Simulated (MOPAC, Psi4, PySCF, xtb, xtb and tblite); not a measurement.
Two geometries of Sn(iPr)(OH)3, SMILES C[CH]([Sn]([OH])([OH])[OH])C (C3H10O3Sn), relaxed at GFN2-xTB with one dihedral held; other torsions can differ between them too.

Structure A

```
17

C     -1.0904    -1.5293    -0.4054
C     -1.0516    -0.1065     0.0971
C     -1.5940     0.8891    -0.8988
Sn     1.0590     0.4463     0.5901
O      2.2246     0.1124    -0.9860
O      1.9795    -0.4881     2.0966
O      1.3813     2.3476     1.0619
H     -0.5061    -1.6358    -1.3164
H     -0.7088    -2.2257     0.3384
H     -2.1234    -1.7995    -0.6270
H     -1.5660    -0.0177     1.0556
H     -2.6501     0.6804    -1.0722
H     -1.0695     0.8125    -1.8477
H     -1.5028     1.9094    -0.5322
H      2.8967     0.7824    -1.1053
H      2.4902    -1.2491     1.8234
H      1.6726     2.4581     1.9666
```

Structure B

```
17

C     -1.1965    -1.5814    -0.3450
C     -1.0560    -0.1450     0.0980
C     -1.6090     0.8469    -0.8969
Sn     1.0962     0.2951     0.5186
O      2.3765     0.5146    -0.9994
O      1.8563    -1.1605     1.6327
O      1.4954     1.9489     1.5260
H     -0.7546    -1.7365    -1.3273
H     -0.7239    -2.2592     0.3622
H     -2.2558    -1.8333    -0.4048
H     -1.5122    -0.0014     1.0772
H     -2.6745     0.6579    -1.0327
H     -1.1211     0.7504    -1.8652
H     -1.4877     1.8695    -0.5454
H      2.4998    -0.2612    -1.5438
H      2.5021    -0.8510     2.2665
H      2.0341     2.5616     1.0253
```

**Question.** Which is lower in energy at the level M06-2X/def2-TZVP, def2 effective core potentials past Kr // GFN2-xTB (Psi4), and by how much?

**Answer.** A is lower, by 0.40 kcal/mol (dihedral O6–Sn4–O5–H15: -90° in A, 60° in B).

E(B) − E(A) in kcal/mol at the other levels, on the same two geometries: GFN2-xTB (xtb and tblite) 0.46; PBE0/def2-TZVP, def2 effective core potentials past Kr // GFN2-xTB (Psi4) 0.33; PBE0-D3(BJ)/def2-TZVP, def2 effective core potentials past Kr // GFN2-xTB (Psi4) 0.35; PBE/def2-TZVP, def2 effective core potentials past Kr // GFN2-xTB (Psi4) 0.43; PBE-D3(BJ)/def2-TZVP, def2 effective core potentials past Kr // GFN2-xTB (Psi4) 0.45; PM6, restricted, heats of formation // GFN2-xTB (MOPAC) 0.44; AM1, restricted, heats of formation // GFN2-xTB (MOPAC) 0.34; GFN1-xTB // GFN2-xTB (xtb) 0.56; restricted B3LYP/LANL2DZ, with its core potentials past Ne // GFN2-xTB (PySCF) 0.12.
